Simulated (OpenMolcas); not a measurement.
An atom or ion with 23 electrons was computed by XMS-CASPT2, IPEA 0.25 Eh, imaginary shift 0.1 Eh with spin-orbit coupling (OpenMolcas, ANO-RCC-VTZP, DKH2). The lowest levels that the run gave, each within 12 % of the measured value where one is at hand:

| J | Parity | E (eV) | g |
| --- | --- | --- | --- |
| 5/2 | even | 0.0000 | 2.002 |
| 5/2 | even | 4.121 | 0.571 |
| 7/2 | even | 4.125 | 0.984 |
| 11/2 | even | 4.126 | 1.273 |
| 9/2 | even | 4.127 | 1.172 |
| 5/2 | even | 4.516 | 1.590 |
| 3/2 | even | 4.525 | 1.716 |
| 1/2 | even | 4.535 | 2.640 |
| 7/2 | even | 4.955 | 1.429 |
| 1/2 | even | 4.965 | 0.028 |
| 3/2 | even | 4.973 | 1.218 |
| 5/2 | even | 4.974 | 1.381 |

Question: Which ion is it, and what are the configurations and terms?

Answer: Fe IV (Z = 26, charge +3; active space 5 electrons in 5 orbitals (3d)). J, parity and g give the terms where levels are pure, and mixed ones are named by the computed weights; the size of the splittings, set against known spectra of the 23-electron sequence, gives the charge. In order, with the measured energies in eV (Corliss and Sugar, J. Phys. Chem. Ref. Data 11, 135 (1982)): 3d⁵ ⁶S_5/2, 3d⁵ ⁴G_5/2, 3d⁵ ⁴G_7/2, 3d⁵ ⁴G_11/2 (3.9979), 3d⁵ ⁴G_9/2, 3d⁵ ⁴P_5/2 (4.3709), 3d⁵ ⁴P_3/2 (4.3808), 3d⁵ ⁴P_1/2 (4.3899), 3d⁵ ⁴D_7/2 (4.8080), 3d⁵ ⁴D_1/2 (4.8226), 3d⁵ ⁴D_3/2, 3d⁵ ⁴D_5/2.

Term energies are means over components that CASPT2 splits; among the terms shown or strongly mixed into the levels shown the widest spread is 1100 cm-1 (3d⁵ ⁴G). Computed and measured levels are paired by configuration, term and J; levels that our copy of the source lacks, or whose pairing is in doubt (as where it misses far off the trend of its configuration), stay unpaired and out of the deviations. Levels of configurations outside the active space are missing.
